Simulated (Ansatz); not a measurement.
`[Cl][In]([Cl])[SeH]` and `[CH3][In]([Cl])[SeH]` differ in one atom or group.

Ansatz, PBE0-D4/def2-TZVP geometries, multiplicity 1. Each molecule was computed in one conformer, which needn't be the lowest.

Elements past krypton have def2 core potentials. Scalar relativity is left out up to krypton. Spin–orbit coupling is left out; it splits and shifts lone-pair levels of the heavy atoms by tenths of an eV.

```csv
property,`[Cl][In]([Cl])[SeH]`
LUMO energy (PBE0/def2-TZVPP) / eV,-2.51
"ideal-gas entropy at 298 K and 1 bar (rigid rotor, harmonic PBE0-D4/def2-TZVP) / J/(mol·K)",379
size of the dipole moment (B3LYP/def2-TZVPP) / D,2.07
size of the dipole moment (ωB97M-V/def2-TZVPP) / D,1.97
HOMO energy (ωB97M-V/def2-TZVPP) / eV,-10.06
HOMO–LUMO gap (PBE/def2-TZVPP) / eV,3.43
```

Task: What does the change do to each property? (An estimate is asked.)

Result: The calculation gave: 
```tsv
property	`[CH3][In]([Cl])[SeH]`	shift
LUMO energy (PBE0/def2-TZVPP) / eV	-1.34	1.17
ideal-gas entropy at 298 K and 1 bar (rigid rotor, harmonic PBE0-D4/def2-TZVP) / J/(mol·K)	399	20
size of the dipole moment (B3LYP/def2-TZVPP) / D	2.71	0.64
size of the dipole moment (ωB97M-V/def2-TZVPP) / D	2.67	0.70
HOMO energy (ωB97M-V/def2-TZVPP) / eV	-9.46	0.60
HOMO–LUMO gap (PBE/def2-TZVPP) / eV	4.02	0.59
```

With PBE0 the HOMO rises by 0.60 eV and the LUMO rises by 1.17 eV, so the gap widens by about 0.57 eV. PBE moves the HOMO by 0.57 eV and ωB97M-V by 0.60 eV. The zero-point energy changes by 90.6 kJ/mol with +9 modes. Dipoles are sizes alone; their direction can turn. Modes under 60 cm⁻¹, often nearly free rotors, make the harmonic entropy too high.

B3LYP here is the variant with VWN-RPA as its local correlation; programs differ in this.
